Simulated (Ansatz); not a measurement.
**Relative stability**

The two ends of one reaction step of Si2H5Cl2OF3, closed shell (PBE0-D4/def2-TZVP).

A:

```
atom    x (Å)    y (Å)    z (Å)
 Si1  -0.7105   0.7878   1.0407
  O2   0.2134  -0.1134  -0.1947
 Si3  -0.2891  -0.1781  -1.8609
  F4  -1.6418   1.1935  -0.2595
  F5  -0.3483   2.2947   1.3746
 Cl6  -2.2101  -0.1841   2.0238
  H7   1.9788  -1.0768   1.4823
 Cl8   0.8366   0.1336   2.5080
  H9   1.0089  -0.6618   0.0556
 F10   2.1991  -1.4730   0.6352
 H11  -0.1958   1.1648  -2.4528
 H12   0.7673  -1.0656  -2.4009
 H13  -1.6084  -0.8216  -1.9514
```

B:

```
13
angstrom
Si -1.4771 0.7386 0.6801
O -0.4949 -0.0076 -0.3641
Si 0.5950 0.4442 -1.5621
F -1.7436 -0.2547 1.8638
F -2.8533 1.0391 -0.0158
Cl -0.6997 2.4579 1.3592
H 1.6475 -1.5062 1.4023
Cl 2.3047 -0.4393 1.7136
H -0.1557 -1.6753 0.1289
F 0.2446 -2.4575 0.4563
H 1.3813 1.6024 -1.0889
H 1.4396 -0.7420 -1.8059
H -0.1884 0.8005 -2.7674
```

Ansatz 0.2.0; basis: def2-TZVPP; cores frozen in the correlated methods. B3LYP uses VWN-RPA correlation.

Which structure is lower at CCSD(T), and by how much? (Judge from chemistry; the value comes from the calculation.)

The calculation gives: B, by 85.1 kJ/mol (electronic energy, against the other). By their contacts, A is a complex of Si₂H₄Cl₂OF₂ ([F][Si]([F])([Cl])([Cl])[OH][SiH3]) + HF and B is a complex of Si₂H₃ClOF₂ ([F][Si]([F])([Cl])[O][SiH3]) + HCl + HF.

All methods give the same order:

```csv
method,E(B) − E(A) (kJ/mol)
SPW92,-14.0
PBE-D4,-58.1
BLYP-D4,-81.7
r2SCAN-D4,-64.6
B97M-V,-78.7
PBE0-D4,-64.4
B3LYP-D4,-83.6
r2SCAN0-D4,-68.3
BHLYP-D4,-89.8
CAM-B3LYP-D4,-79.0
wB97X-V,-73.5
wB97M-V,-67.7
B2PLYP,-84.2
PBE-QIDH,-69.6
RPA on PBE,-89.8
HF,-132.4
MP2,-79.0
CCSD,-93.3
CCSD(T),-85.1
```

T1 diagnostic: at most 0.011.

Labels in which every atom is bracketed show which atoms are joined, not bond orders.

For scale, one of the runs: CCSD(T)/def2-TZVPP, 362 basis functions, launched by `ansatz run in.yaml --threads 4 --pin off --events-out ev --progress --plain --max-ram 46080MiB --backend cuda --devices 0, --max-vram 37GiB`. Time: 12 s of wall clock on 4 CPU threads of an AMD EPYC 7R13 and a share of one NVIDIA H100; the host was shared. Peak host memory: 0.9 GiB.
